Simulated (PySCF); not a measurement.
Be(Br)(Me), SMILES [CH3][Be][Br], CAM-B3LYP/def2-SVP optimised geometry.

```
6

Be     0.06     0.16     0.00
Br     2.02     0.16     0.00
C     -1.61     0.16     0.00
H     -2.01     0.48     0.98
H     -2.02    -0.84    -0.20
H     -2.02     0.84    -0.76
```

Density from CAM-B3LYP/def2-TZVP in PySCF at that geometry.

Minimum of the electron density along straight lines between bonded atoms, close to the bond critical point (lines longer than 1.1 times the sum of covalent radii, or with two minima, are not listed):

```
bond     length / Å  ρ at the minimum / e bohr⁻³  ∇²ρ there / e bohr⁻⁵  position (fraction from the first atom)
-------  ----------  ---------------------------  --------------------  ---------------------------------------
Be1–Br2       1.961                        0.077                  0.26                                     0.30
Be1–C3        1.663                        0.104                  0.35                                     0.34
C3–H4         1.103                        0.262                 -0.84                                     0.64
C3–H5         1.103                        0.262                 -0.84                                     0.64
C3–H6         1.103                        0.262                 -0.84                                     0.64
```
